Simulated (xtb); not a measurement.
xtb input (GFN1-xTB):

```bash
xtb mol.xyz --gfn 1 --sp --chrg 1 --uhf 0
```
mol.xyz:
```
3

Ga     0.00000000     0.00000000     0.00000000
I     -0.00000000    -0.00000000    -2.38685411
I      0.00000000     0.00000000     2.38685411
```

End of the output:

```
         :::::::::::::::::::::::::::::::::::::::::::::::::::::
         ::                     SUMMARY                     ::
         :::::::::::::::::::::::::::::::::::::::::::::::::::::
         :: total energy              -8.889039014074 Eh    ::
         :: gradient norm              0.055288568235 Eh/a0 ::
         :: HOMO-LUMO gap              4.857364090237 eV    ::
         ::.................................................::
         :: SCC energy                -8.943102845145 Eh    ::
         :: -> electrostatic           0.102529135510 Eh    ::
         :: repulsion energy           0.055320542497 Eh    ::
         :: dispersion energy         -0.001256711426 Eh    ::
         :: halogen bond corr.         0.000000000000 Eh    ::
         :: add. restraining           0.000000000000 Eh    ::
         :: total charge               1.000000000000 e     ::
         :::::::::::::::::::::::::::::::::::::::::::::::::::::

           -------------------------------------------------
          |                Property Printout                |
           -------------------------------------------------

    * Orbital Energies and Occupations

         #    Occupation            Energy/Eh            Energy/eV
      -------------------------------------------------------------
         1        2.0000           -1.1056169             -30.0854
         2        2.0000           -1.1046960             -30.0603
         3        2.0000           -0.7623050             -20.7434
         4        2.0000           -0.6737927             -18.3348
         5        2.0000           -0.6615514             -18.0017
         6        2.0000           -0.6615514             -18.0017
         7        2.0000           -0.6608394             -17.9824
         8        2.0000           -0.6608394             -17.9824 (HOMO)
         9                         -0.4823346             -13.1250 (LUMO)
        10                         -0.3753893             -10.2149
        11                         -0.3753893             -10.2149
        12                         -0.3326214              -9.0511
        13                         -0.3326214              -9.0511
        14                         -0.2909161              -7.9162
        15                         -0.2870967              -7.8123
        16                         -0.2870967              -7.8123
        17                         -0.2867111              -7.8018
        18                         -0.2867111              -7.8018
        19                         -0.2314680              -6.2986
Note: The following floating-point exceptions are signalling: IEEE_DENORMAL
normal termination of xtb
       ...                                ...                  ...
        27                          1.0797825              29.3824
      -------------------------------------------------------------
                  HL-Gap            0.1785048 Eh            4.8574 eV
             Fermi-level           -0.5715870 Eh          -15.5537 eV

  Mulliken/CM5 charges         n(s)   n(p)   n(d)
     1Ga    0.57743  0.48089   1.172  0.739  0.511
     2I     0.21129  0.25955   1.988  4.812 -0.012
     3I     0.21129  0.25955   1.988  4.812 -0.012

Wiberg/Mayer (AO) data.
largest (>0.10) Wiberg bond orders for each atom

 ---------------------------------------------------------------------------
     #   Z sym  total        # sym  WBO       # sym  WBO       # sym  WBO
 ---------------------------------------------------------------------------
     1  31 Ga   3.104 --     2 I    1.552     3 I    1.552
     2  53 I    1.749 --     1 Ga   1.552     3 I    0.197
     3  53 I    1.749 --     1 Ga   1.552     2 I    0.197
 ---------------------------------------------------------------------------

Topologies differ in total number of bonds
Writing topology from bond orders to xtbtopo.mol

 dipole moment from electron density (au)
     X       Y       Z
  -0.0000  -0.0000  -0.0000  total (Debye):    0.000

           -------------------------------------------------
          | TOTAL ENERGY               -8.889039014074 Eh   |
          | GRADIENT NORM               0.055288568235 Eh/α |
          | HOMO-LUMO GAP               4.857364090237 eV   |
           -------------------------------------------------

------------------------------------------------------------------------
------------------------------------------------------------------------
 total:
 SCF:
```

It need not be the lowest isomer of its formula.
